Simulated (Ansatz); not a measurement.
`CC[NH][AlH2]` + `C[CH2][AlH2]` → `C[CH2][AlH][AlH2]` + `CCN` at 700 K and 1 bar (formal exchange of groups at the Al–N bond).

Program: Ansatz. Geometries: PBE0-D4/def2-TZVP. ΔE: electronic, gas phase. CCSD(T)/CBS adds triple-zeta CCSD(T) − MP2 to the extrapolated MP2 energy (def2 sets, frozen cores). One conformer a species, not always the lowest.

```csv
species,CCSD(T)/CBS energy (Eh),H − E (kJ/mol),S (J/(mol·K))
`CC[NH][AlH2]`,-377.65408,329.5,441.1
`C[CH2][AlH2]`,-322.31200,268.1,406.7
`C[CH2][AlH][AlH2]`,-564.91212,309.2,506.3
`CCN`,-135.01652,298.7,354.6
```

H − E and S are ideal-gas, rigid-rotor, harmonic terms from PBE0-D4/def2-TZVP, for one conformer and one mirror image of each species. 1 Eh = 2625.50 kJ/mol, R = 8.31446 J/(mol·K).

Problem. By hand: ΔE, ΔH, ΔS and ΔG.

Solution. ΔE = (-564.91212) + (-135.01652) − (-377.65408) − (-322.31200) = 0.03744 Eh = 98.3 kJ/mol. Δ(H − E) = 309.2 + 298.7 − 329.5 − 268.1 = 10.3, so ΔH = 108.6 kJ/mol. ΔS = 506.3 + 354.6 − 441.1 − 406.7 = 13.1 J/(mol·K). ΔG = 108.6 − 700 × (13.1)/1000 = 99.4 kJ/mol.

Problem. By hand: the equilibrium constant, and the temperature at which ΔG would vanish if ΔH and ΔS stayed fixed.

Solution. log₁₀ K = −ΔG/(RT ln 10) = -7.4. ΔG = 0 at ΔH/ΔS = 8290 K, far beyond where these terms or the molecules hold.

The number of gas molecules stays the same, so ΔS is small and ΔH decides. A doubt of 5 kJ/mol in ΔE shifts log₁₀ K by 0.4 here. Other conformers and mirror images would add mixing entropy, several J/(mol·K) or more a flexible species. Modes under 60 cm⁻¹, often nearly free rotors, make the harmonic entropy too high. These are equilibria of isolated gas molecules and say nothing of rates. Largest T1 diagnostic: 0.011 (customary marks: 0.02 for closed shells, 0.045 for open ones).
